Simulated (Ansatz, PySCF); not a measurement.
Lewis adduct: BF3 (SMILES FB(F)F) (first 4 atoms) with H2O (SMILES O); geometry from B3LYP-D3(BJ)/def2-TZVP, rigid monomers moved along the line of their centres of mass till B2···O5 is 2.14 Å.
(charge 0, multiplicity 1):
```tsv
atom	x (Å)	y (Å)	z (Å)
F	1.0579	-0.7844	0.3019
B	0.0295	0.0251	0.5722
F	0.2110	1.3471	0.3697
F	-1.2132	-0.4605	0.3687
O	0.0342	0.0178	2.7169
H	-0.8294	-0.2830	3.0303
H	0.1614	0.9220	3.0343
```

Monomers are frozen at their geometry in the pair; levels with a basis set take the counterpoise correction. Rows marked so take none.

Rows in 3-21G, 6-311+G** carry no dispersion term and start afresh at each structure.

Run with Ansatz (an electronic-structure program) with Gaussian orbitals; PySCF for 3-21G rows, 6-311+G** rows, the dispersion terms. Values without a source in brackets are computed.

Question: One of these levels gives -65.9 kJ/mol for the interaction energy. Name it.
A. B3LYP/6-311+G** (no counterpoise)
B. B3LYP/3-21G (no counterpoise)
C. r2SCAN-D3(BJ)/def2-TZVPPD

Answer: A, B3LYP/6-311+G** (no counterpoise). The others give -73.2 (r2SCAN-D3(BJ)/def2-TZVPPD), -135.2 (B3LYP/3-21G (no counterpoise))
